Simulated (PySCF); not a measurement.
Mg(Br)(OMe) (CH3BrMgO), SMILES C[O][Mg][Br]. Atoms are numbered in the order given.

```xyz
7

Mg     0.0000     0.0000    -0.6023
Br     0.0000     0.0000     1.7530
O      0.0000     0.0000    -2.3767
C      0.0000     0.0000    -3.7614
H     -0.8965     0.5176    -4.1817
H      0.8965     0.5176    -4.1817
H      0.0000    -1.0352    -4.1817
```

Coordinates come from a PBE-D3(BJ)/def2-SVP optimisation. The structure was generated by enumeration; whether it is a known compound was not checked. Other conformers were not sampled.

All values below come from CAM-B3LYP/def2-TZVPD run with PySCF.

The molecule is in vacuum.

Problem. Estimate the frontier levels, gap, dipole moment and polarisability. (An estimate is asked for; the answer gives what the named calculation found.)

Solution. 
* **highest occupied level**: -8.92 eV
* **lowest empty level**: -0.86 eV
* **orbital gap**: 8.06 eV
* **dipole moment**: 1.62 D
* **quadrupole, principal values (traceless, Buckingham form, about the centre of nuclear charge)**: -9.67, 4.83, 4.83 D·Å
* **mean static polarisability**: 61.9 bohr³ (9.17 Å³)
* **polarisability, principal values**: 53.6, 53.6, 78.6 bohr³
